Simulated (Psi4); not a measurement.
Pair of molecules: NH3 (SMILES N) (first 4 atoms) with N2 (SMILES N#N); geometry from B3LYP-D3(BJ)/def2-TZVP, rigid monomers moved along the line of their centres of mass till H4···N6 is 4.75 Å.
(charge 0, multiplicity 1):
```xyz
6

N     -0.0768    -0.1184    -0.3546
H      0.8808     0.1503    -0.5493
H     -0.6597     0.6904    -0.5370
H     -0.1392    -0.3191     0.6367
N     -0.0007    -0.0704     6.4624
N     -0.0592    -0.2087     5.3822
```

Method: Psi4 with SAPT0/jun-cc-pV(D+d)Z.

Q: Which attractive term is largest, and how does the interaction split up?

A: electrostatics -2.2, exchange 0.0, induction -0.1, dispersion -1.1, total -3.4 meV; the largest attraction is electrostatics.
